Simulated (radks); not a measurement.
Valence configurations of Mn2+ (all share [Ar]). All-electron calculation, scalar-relativistic Kohn-Sham, PBEsol, spin-polarised, spherical densities, point nucleus; open shells are filled with parallel spins first. Program: a radial shooting solver on a logarithmic mesh with Libxc functionals. Energies are relative to 3d5; eigenvalues in eV for spin up.

valence	E (eV)	moment (Bohr magnetons)	e(3d)	e(4p)	e(4s)
3d5	0.000	5	-25.856	-	-
3d4 4p1	13.806	5	-32.972	-16.924	-
3d3 4p2	32.377	5	-40.578	-19.354	-
3d2 4p3	56.474	5	-48.619	-21.555	-
3d4 4s1	7.601	5	-31.831	-	-22.478
3d2 4s1 4p2	49.216	5	-47.612	-21.084	-28.328
3d3 4s1 4p1	25.657	5	-39.503	-18.813	-25.525
3d4.5 4s0.5	3.376	5	-28.765	-	-21.192
3d2 4s2 4p1	44.688	3	-46.637	-20.086	-27.204

NIST lists [Ar] 3d5 as the ground configuration; this level of theory agrees among the configurations tried. The energies are those of spherical high-spin densities, not of single terms.
